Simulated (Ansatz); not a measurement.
Mulliken charges of C₄H₅Si, SMILES `[C]#C[SiH2]C=C` radical from PBE/def2-TZVPP in Ansatz (PBE0-D4/def2-TZVP geometry).

| atom | x (Å) | y (Å) | z (Å) | charge (e) |
| --- | --- | --- | --- | --- |
| C1 | 0.900 | -2.936 | 1.466 | -0.003 |
| C2 | 0.953 | -1.842 | 0.946 | -0.168 |
| Si3 | 1.016 | -0.195 | 0.143 | 0.307 |
| C4 | -0.602 | 0.180 | -0.678 | -0.143 |
| C5 | -1.336 | 1.239 | -0.348 | -0.164 |
| H6 | 1.290 | 0.830 | 1.181 | -0.057 |
| H7 | 2.131 | -0.239 | -0.837 | -0.054 |
| H8 | -0.963 | -0.482 | -1.463 | 0.086 |
| H9 | -1.026 | 1.930 | 0.431 | 0.091 |
| H10 | -2.280 | 1.464 | -0.838 | 0.103 |

Task: By hand: the dipole of these point charges (1 e Å = 4.8032 D).

Result: Σ q r = (-0.145, 0.280, -0.160) e Å, of length 0.354 e Å = 1.70 D.

Task: How does the dipole of the full density compare? (Estimate.)

Result: The calculation gave: (-0.188, 0.256, -0.164) e Å, 1.72 D; the point charges give 0.99 times that, at 8° from its direction.

Point charges leave out the atoms' own dipoles, such as those of lone pairs, and Mulliken's split depends on the basis, so the close match here is no proof of good charges.
